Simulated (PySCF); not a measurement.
## Titanium: a sound run and one with changed settings

Sound run: Ti⁺ [Ar] 3d2 4s1, Ti²⁺ [Ar] 3d2. Calculation: PySCF 2.14, in cc-pVTZ-DK (7s6p4d2f1g, 68 functions); scalar relativity by spin-free X2C-1e. The sound run starts from symmetry-adapted Hartree-Fock orbitals and uses a fine grid where one is needed.

Changed run: 6 angular points. This setting is unsound on purpose.

| species | method | sound run (hartree) | changed run (hartree) | converged |
| --- | --- | --- | --- | --- |
| Ti⁺ | UHF | -852.54329 | -852.54329 | yes |
| Ti⁺ | B3LYP | -853.49072 | -856.48625 | yes |
| Ti⁺ | LDA | -851.35791 | -856.07695 | no |
| Ti²⁺ | UHF | -852.06777 | -852.06777 | yes |
| Ti²⁺ | B3LYP | -852.97774 | -855.58728 | yes |
| Ti²⁺ | LDA | -850.83553 | -854.88709 | yes |

Ionisation energy of Ti⁺:

```csv
method,sound run (eV),changed run (eV)
UHF,12.940,12.940
```

A coarse angular grid integrates products of high-l functions wrongly, so density functionals can shift, and the SCF can exploit the error; Hartree-Fock and MP2 need no grid.

For comparison, NIST gives 13.575 eV between the lowest levels.
